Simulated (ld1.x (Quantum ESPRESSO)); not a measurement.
## He (Z = 2): RRKJ pseudisation with LDA (PZ), scalar-relativistic reference atom.

He (Z = 2), norm-conserving RRKJ (Kleinman–Bylander form), made with ld1.x (Quantum ESPRESSO) 7.5 (LDA (PZ), scalar-relativistic). Core none, reference 1s0.5 (charge +1.5). Waves: 1s (bound): rc 0.30 bohr; 2p channel at 0.5 Ry: rc 0.35 bohr. Local part: the p channel. Core correction: none. rho0 = 0.005.

Calculated quality:

- Largest excitation error: +14 meV (all-electron minus pseudo) for 1s2, out of 3 test configurations

A Bessel basis up to 400 Ry misses an occupied level by 0.18 Ry, so cutoffs and ghosts were not judged.

Generation and tests took about 0.29 s on one core of a shared server CPU.
